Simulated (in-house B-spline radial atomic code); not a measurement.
# How G0W0 and RPA depend on the start: Cd⁺

Configuration [Kr] 4d10 5s1, highest spin. Computed with a B-spline radial code for spherical atoms: all electrons, scalar-relativistic (spin-free one-electron X2C), finite nucleus, each spin shell either full or empty, empty states to l = 9 with an (l + 1/2)⁻⁴ tail; G0W0 by contour deformation at full frequency.

RPA overbinds a lone outer s electron by self-correlation, and G0W0 tends to as well.

```json
{"start": "Hartree-Fock", "mean-field 5s up (eV)": "-15.718", "G0W0 (eV)": "-17.055", "QP weight": "0.968", "RPA correlation (Eh)": "-3.3791"}
{"start": "LDA VWN5", "mean-field 5s up (eV)": "-13.798", "G0W0 (eV)": "?", "QP weight": "?", "RPA correlation (Eh)": "?"}
{"start": "PBE", "mean-field 5s up (eV)": "-13.464", "G0W0 (eV)": "-17.519", "QP weight": "0.924", "RPA correlation (Eh)": "-3.6924"}
{"start": "PBE0", "mean-field 5s up (eV)": "-14.190", "G0W0 (eV)": "-17.404", "QP weight": "0.944", "RPA correlation (Eh)": "-3.6041"}
{"start": "r2SCAN", "mean-field 5s up (eV)": "-13.705", "G0W0 (eV)": "-17.479", "QP weight": "0.941", "RPA correlation (Eh)": "-3.6359"}
{"start": "HSE06", "mean-field 5s up (eV)": "-13.854", "G0W0 (eV)": "-17.426", "QP weight": "0.938", "RPA correlation (Eh)": "-3.6129"}
{"start": "B3LYP (VWN-RPA)", "mean-field 5s up (eV)": "-14.195", "G0W0 (eV)": "-17.491", "QP weight": "0.942", "RPA correlation (Eh)": "-3.624"}
{"start": "SCAN", "mean-field 5s up (eV)": "-13.885", "G0W0 (eV)": "?", "QP weight": "?", "RPA correlation (Eh)": "?"}
{"start": "TPSS", "mean-field 5s up (eV)": "-13.321", "G0W0 (eV)": "-17.491", "QP weight": "0.924", "RPA correlation (Eh)": "-3.6759"}
{"start": "BHandHLYP", "mean-field 5s up (eV)": "-14.902", "G0W0 (eV)": "-17.329", "QP weight": "0.956", "RPA correlation (Eh)": "-3.5254"}
{"start": "CAM-B3LYP", "mean-field 5s up (eV)": "-15.533", "G0W0 (eV)": "-17.450", "QP weight": "0.957", "RPA correlation (Eh)": "-3.583"}
{"start": "LC-wPBE", "mean-field 5s up (eV)": "-16.508", "G0W0 (eV)": "-17.368", "QP weight": "0.964", "RPA correlation (Eh)": "-3.5764"}
{"start": "wB97X", "mean-field 5s up (eV)": "-16.072", "G0W0 (eV)": "-17.354", "QP weight": "0.963", "RPA correlation (Eh)": "-3.5623"}
{"start": "PBEsol", "mean-field 5s up (eV)": "-13.529", "G0W0 (eV)": "-17.548", "QP weight": "0.926", "RPA correlation (Eh)": "-3.695"}
{"start": "BLYP", "mean-field 5s up (eV)": "-13.462", "G0W0 (eV)": "-17.581", "QP weight": "0.925", "RPA correlation (Eh)": "-3.6955"}
{"start": "r2SCAN0", "mean-field 5s up (eV)": "-14.435", "G0W0 (eV)": "-17.380", "QP weight": "0.952", "RPA correlation (Eh)": "-3.5672"}
{"start": "LDA exchange-only", "mean-field 5s up (eV)": "-12.898", "G0W0 (eV)": "-17.637", "QP weight": "0.918", "RPA correlation (Eh)": "-3.699"}
```

(1) What G0W0 level, weight and RPA correlation energy follow from the LDA VWN5 start?

(2) What G0W0 level, weight and RPA correlation energy follow from the SCAN start?

(3) How much of the dependence on the start does G0W0 remove?

Answers

(1) G0W0 level -17.608 eV, weight 0.929, RPA correlation -3.6995 hartree.

(2) G0W0 level -17.511 eV, weight 0.937, RPA correlation -3.6363 hartree.

(3) The mean-field levels span 3.61 eV and the G0W0 levels 0.582 eV. Against 16.908 eV (NIST, measured) the G0W0 removal energies are off by +0.15 to +0.73 eV, with spin-orbit coupling, Breit and QED terms left out.
